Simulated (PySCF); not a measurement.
Al(OSiH3)2 (AlH₆O₂Si₂), SMILES [O]([SiH3])[Al+][O][SiH3], charge +1.

Geometry: PBE0-D3(BJ)/def2-SVP. The multiplicity is an assumed one; no other spin state was optimised. The isomer is the one that the SMILES or the coordinates give; other isomers of the formula were not compared. One conformer was computed; it need not be the lowest.

Vertical ionisation energy (IE) and electron affinity (EA) in eV. Rows of orbital energies are one-electron estimates. Where ΔSCF, EOM or ADC give a negative EA the extra electron is unbound and the value depends on the basis.

```csv
level,IE,EA
"−ε(HOMO), −ε(LUMO), r2SCAN/def2-TZVP (PySCF)",(withheld),(withheld)
"−ε(HOMO), −ε(LUMO), PBE/def2-TZVP (PySCF)",11.99,8.67
```

Q: Fill in the missing entries. (Estimate from the structure and the level; the computed values follow.)

A: 
- −ε(HOMO), −ε(LUMO), r2SCAN/def2-TZVP (PySCF), IE: 12.31
- −ε(HOMO), −ε(LUMO), r2SCAN/def2-TZVP (PySCF), EA: 8.22
